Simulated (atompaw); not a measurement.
**An all-electron radial function and its pseudo partner (lead)**

Columns: radius, all-electron u(r) and pseudo u(r) of the 6p shell (level -17.17 eV) of lead in the configuration [Xe] 4f14 5d10 6s2 6p0; PBE, scalar-relativistic, PAW (atompaw) scheme, atompaw 4.2.0.5.

```tsv
r (bohr)	all-electron	pseudo
0.096	-0.0987	0.0034
0.192	-0.0192	0.0134
0.288	0.1909	0.0298
0.385	0.1545	0.0524
0.481	-0.0169	0.0804
0.577	-0.1862	0.1131
0.673	-0.2925	0.1498
0.769	-0.3258	0.1898
0.865	-0.2983	0.2321
0.962	-0.2275	0.2764
1.058	-0.1322	0.3208
1.154	-0.0253	0.3650
1.250	0.0835	0.4083
1.346	0.1880	0.4499
1.442	0.2844	0.4893
1.538	0.3706	0.5259
1.635	0.4464	0.5598
1.731	0.5099	0.5898
1.827	0.5625	0.6161
1.923	0.6047	0.6385
2.019	0.6373	0.6570
2.115	0.6612	0.6714
2.212	0.6774	0.6817
2.308	0.6865	0.6878
2.404	0.6894	0.6896
2.500	0.6872	0.6872
```

Q: How many radial nodes do the two functions have?

A: The all-electron 6p function has n − l − 1 = 4 (the table is too coarse to show those close to the nucleus); the pseudo-wave has 0, since the states of the same l below it are removed with the core.

Q: Is the pseudo-wave norm-conserving?

A: No, it belongs to a PAW set: the norm inside the radius is not constrained, and the difference is carried by the augmentation charge.
